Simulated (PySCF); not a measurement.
**Computed properties of Si(H)(F)(Me)2 (C₂H₇FSi), SMILES C[SiH](C)F**

Si(H)(F)(Me)2 (C2H7FSi), SMILES C[SiH](C)F. Coordinates come from a B3LYP-D3(BJ)/def2-SVP optimisation. Other conformers were not sampled. All values are computed for the isolated molecule unless a solvent is named; none is compared with measurement here.

**Structure.** The optimised structure has Cs symmetry. All 27 harmonic modes at B3LYP-D3(BJ)/def2-SVP (PySCF) are real, so it is a minimum. With heavy atoms numbered as in [SiH:1]([CH3:2])([CH3:3])[F:4], the shortest bond between them is Si1–F4 at 1.639 Å and the longest Si1–C3 at 1.869 Å.

**Vibrations.** The strongest infrared lines (harmonic, unscaled, degenerate partners summed) lie at 952 cm⁻¹ (214 km/mol, H 48 %, Si 33 %, F 11 %), 915 cm⁻¹ (188 km/mol, H 78 %, Si 12 %, C 10 %), 2226 cm⁻¹ (160 km/mol, H 97 %). The softest mode is at 145 cm⁻¹ and the zero-point energy is 53.1 kcal/mol.

**Electronic structure.** ωB97X/def2-TZVP (PySCF) places the frontier levels at -11.29 and 3.06 eV, a gap of 14.35 eV, and gives a dipole moment of 1.96 D and a mean polarisability of 49.0 bohr³. PBE/def2-TZVP (PySCF) at the same geometry gives -7.48 and 0.12 eV, so its gap is 6.75 eV narrower. An orbital gap is neither the optical nor the fundamental gap.

**Excitations.** TDA-B3LYP/def2-SVPD (PySCF) has S1 at 8.08 eV (153 nm, f = 0.068, bright); the most intense of the 10 singlets computed lies at 9.49 eV (f = 0.28). T1 (TDA) is at 7.87 eV, 0.21 eV under S1. TDA-PBE/def2-SVPD (PySCF) puts S1 at 7.53 eV. No vertical singlet excitation falls in the visible range (under 3.1 eV).

**NMR.** GIAO shifts at HF/pcSseg-1 (PySCF) (non-relativistic, atoms alike by connectivity averaged): ¹³C at 1.9 ppm against TMS; ¹H from 0.6 to 4.9 ppm against TMS; ²⁹Si at 16.4 ppm against TMS; ¹⁹F at -159.9 ppm against CFCl3.
